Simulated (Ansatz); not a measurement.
The cluster Hg₄O₅. The state is a singlet with charge 0. Geometry B3LYP-D4/def2-SVP.

Cartesian coordinates in Å:
```
Hg -3.0332 0.5828 3.1730
Hg 2.0923 0.2612 0.1038
Hg -2.0535 1.2441 -1.3277
Hg -0.6051 0.7578 1.4238
O -0.2485 -1.2954 -0.0103
O 1.4722 1.3554 1.6643
O 2.0060 -0.9765 -1.5772
O -0.5271 -1.2762 -1.2475
O 0.8969 -0.6532 -2.2022
```

In the def2 sets Hg takes a core potential; there is no spin–orbit coupling. The structure holds 2 bonds between oxygen atoms, so isomers without such links may lie far lower. The restricted singlet is unstable towards broken spin symmetry at other levels; at PBE-D4/def2-SVP, r2SCAN-D4/def2-TZVP, B97M-V/def2-TZVP, ωB97X-V/def2-TZVP this wasn't settled. At PBE-D4/def2-TZVP the restricted singlet is unstable: a solution with broken spin symmetry lies lower. Another isomer (singlet) lies 1.61 eV lower at PBE0-D4/def2-TZVP; other spin states weren't run for this one.

Question: Estimate the orbital energies around the gap (eV) in Ansatz with PBE-D4/def2-SVP, PBE-D4/def2-TZVP, r2SCAN-D4/def2-TZVP, B97M-V/def2-TZVP, ωB97X-V/def2-TZVP.

Answer: 
```json
{"orbital": "HOMO−5", "PBE-D4/def2-SVP": "-7.37", "PBE-D4/def2-TZVP": "-7.42", "r2SCAN-D4/def2-TZVP": "-7.65", "B97M-V/def2-TZVP": "-7.39", "ωB97X-V/def2-TZVP": "-10.60"}
{"orbital": "HOMO−4", "PBE-D4/def2-SVP": "-7.06", "PBE-D4/def2-TZVP": "-7.13", "r2SCAN-D4/def2-TZVP": "-7.33", "B97M-V/def2-TZVP": "-7.02", "ωB97X-V/def2-TZVP": "-10.20"}
{"orbital": "HOMO−3", "PBE-D4/def2-SVP": "-6.17", "PBE-D4/def2-TZVP": "-6.29", "r2SCAN-D4/def2-TZVP": "-6.49", "B97M-V/def2-TZVP": "-6.42", "ωB97X-V/def2-TZVP": "-9.74"}
{"orbital": "HOMO−2", "PBE-D4/def2-SVP": "-5.83", "PBE-D4/def2-TZVP": "-5.98", "r2SCAN-D4/def2-TZVP": "-6.22", "B97M-V/def2-TZVP": "-6.09", "ωB97X-V/def2-TZVP": "-8.91"}
{"orbital": "HOMO−1", "PBE-D4/def2-SVP": "-5.63", "PBE-D4/def2-TZVP": "-5.77", "r2SCAN-D4/def2-TZVP": "-5.95", "B97M-V/def2-TZVP": "-5.84", "ωB97X-V/def2-TZVP": "-8.63"}
{"orbital": "HOMO", "PBE-D4/def2-SVP": "-4.99", "PBE-D4/def2-TZVP": "-5.12", "r2SCAN-D4/def2-TZVP": "-5.28", "B97M-V/def2-TZVP": "-5.15", "ωB97X-V/def2-TZVP": "-7.86"}
{"orbital": "LUMO", "PBE-D4/def2-SVP": "-4.55", "PBE-D4/def2-TZVP": "-4.66", "r2SCAN-D4/def2-TZVP": "-4.72", "B97M-V/def2-TZVP": "-4.55", "ωB97X-V/def2-TZVP": "-2.65"}
{"orbital": "LUMO+1", "PBE-D4/def2-SVP": "-3.44", "PBE-D4/def2-TZVP": "-3.54", "r2SCAN-D4/def2-TZVP": "-3.45", "B97M-V/def2-TZVP": "-3.19", "ωB97X-V/def2-TZVP": "-0.27"}
{"orbital": "LUMO+2", "PBE-D4/def2-SVP": "-2.68", "PBE-D4/def2-TZVP": "-2.77", "r2SCAN-D4/def2-TZVP": "-2.63", "B97M-V/def2-TZVP": "-2.55", "ωB97X-V/def2-TZVP": "-0.10"}
{"orbital": "LUMO+3", "PBE-D4/def2-SVP": "-1.97", "PBE-D4/def2-TZVP": "-2.24", "r2SCAN-D4/def2-TZVP": "-2.06", "B97M-V/def2-TZVP": "-2.32", "ωB97X-V/def2-TZVP": "0.21"}
{"orbital": "LUMO+4", "PBE-D4/def2-SVP": "-1.68", "PBE-D4/def2-TZVP": "-1.96", "r2SCAN-D4/def2-TZVP": "-1.72", "B97M-V/def2-TZVP": "-2.06", "ωB97X-V/def2-TZVP": "0.42"}
{"orbital": "LUMO+5", "PBE-D4/def2-SVP": "-1.54", "PBE-D4/def2-TZVP": "-1.82", "r2SCAN-D4/def2-TZVP": "-1.59", "B97M-V/def2-TZVP": "-1.87", "ωB97X-V/def2-TZVP": "0.46"}
```
